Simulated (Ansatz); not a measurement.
## Abstraction of Cl: SbH2Cl + C2H4ClSi → SbH2 + C2H4Cl2Si

Species: SbH2Cl `[Cl][SbH2]`, singlet; C2H4ClSi `C=C[SiH]Cl`, doublet; SbH2 `[SbH2]`, doublet; C2H4Cl2Si `C=C[SiH](Cl)Cl`, singlet. A radical takes Cl: the energy is the difference in strength between the Sb–Cl bond broken and the Si–Cl bond made.

Shapes, held fixed at every level: PBE0-D4/def2-TZVP. Flexible molecules stand in one conformer, not always the lowest. Programs: Ansatz 0.2.0. The zero-point and thermal change to 298 K, harmonic and unscaled (PBE0-D4/def2-TZVP), is +0.4 kJ/mol.

(1) Estimate ΔH(298 K) of this reaction.

Results:

(1) The highest level, CCSD(T)/def2-TZVPP, gives ΔH(298 K) = -155.9 kJ/mol; the levels span -176.8 to -128.7. The column of differences is taken from that level and isn't an error. No measured value is set beside it here. Spin contamination: C2H4ClSi (⟨S²⟩ up to 0.87). Open shells run unrestricted. For atoms past krypton def2 sets carry core potentials with scalar relativity. Outer-core shells of Sb are correlated, in sets that cover them unevenly.

```json
{"level": "MP2/def2-TZVPP", "kind": "perturbation theory", "ΔH(298 K) (kJ/mol)": "-176.8", "less CCSD(T)/def2-TZVPP": "-20.9"}
{"level": "HF/def2-TZVPP", "kind": "Hartree–Fock", "ΔH(298 K) (kJ/mol)": "-151.3", "less CCSD(T)/def2-TZVPP": "+4.6"}
{"level": "SPW92/def2-TZVPP", "kind": "LDA", "ΔH(298 K) (kJ/mol)": "-128.7", "less CCSD(T)/def2-TZVPP": "+27.2"}
{"level": "BHLYP-D4/def2-TZVPP", "kind": "global hybrid", "ΔH(298 K) (kJ/mol)": "-148.3", "less CCSD(T)/def2-TZVPP": "+7.6"}
{"level": "PBE0-D4/def2-TZVPP", "kind": "global hybrid", "ΔH(298 K) (kJ/mol)": "-138.0", "less CCSD(T)/def2-TZVPP": "+17.9"}
{"level": "wB97M-V/def2-TZVPP", "kind": "range-separated hybrid", "ΔH(298 K) (kJ/mol)": "-158.3", "less CCSD(T)/def2-TZVPP": "-2.4"}
{"level": "CCSD(T)/def2-TZVPP", "kind": "coupled cluster or CI", "ΔH(298 K) (kJ/mol)": "-155.9", "less CCSD(T)/def2-TZVPP": "0.0"}
```
